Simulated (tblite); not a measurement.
Parent: `[CH2:1]=[CH:2]/[C:3]([C:4]#[N:5])=[CH:6]/[SiH3:7]` with C1–C2–C3–C4 0°, C5H7NSi.

The geometries are computed with GFN2-xTB (gas phase). One conformer each, not checked by frequencies here.

```tsv
coordinate of the parent	value
C1=C2	1.328 Å
C2–C3	1.459 Å
C3–C4	1.418 Å
C4≡N5	1.147 Å
C3=C6	1.346 Å
C6–Si7	1.883 Å
C1–C2–C3	124.5°
C2–C3–C4	116.4°
C2–C3–C6	123.1°
C4–C3–C6	120.5°
C3–C4–N5	178.5°
C3–C6–Si7	127.0°
```

Problem. How does the shared frame change in `[N:1]#[C:2][C:3](/[CH:4]=[CH:5]\[CH:6]1[CH2:7][CH2:8]1)=[CH:9]\[SiH3:10]` with C2–C3–C4–C5 1°, C4–C5–C6–C7 148°, C8H11NSi? Atoms pair as C1 = C5, C2 = C4, C3 = C3, C4 = C2, N5 = N1, C6 = C9, Si7 = Si10 (parent first).

Solution. 
| parent | relative | value in the relative | change |
| --- | --- | --- | --- |
| C1=C2 | C5=C4 | 1.339 Å | +0.011 |
| C2–C3 | C4–C3 | 1.451 Å | -0.008 |
| C3–C4 | C3–C2 | 1.416 Å | -0.002 |
| C4≡N5 | C2≡N1 | 1.148 Å | +0.001 |
| C3=C6 | C3=C9 | 1.352 Å | +0.006 |
| C6–Si7 | C9–Si10 | 1.883 Å | 0.000 |
| C1–C2–C3 | C5–C4–C3 | 129.9° | +5.4 |
| C2–C3–C4 | C4–C3–C2 | 121.9° | +5.5 |
| C2–C3–C6 | C4–C3–C9 | 121.9° | -1.2 |
| C4–C3–C6 | C2–C3–C9 | 116.2° | -4.3 |
| C3–C4–N5 | C3–C2–N1 | 175.5° | -3.0 |
| C3–C6–Si7 | C3–C9–Si10 | 125.0° | -2.0 |

Of the parent's bonds, C1–C2 changes most (+0.011 Å). Bonds of the relative outside the shared frame: C5–C6 1.460, C6–C7 1.511, C7–C8 1.489, C6–C8 1.512 Å.
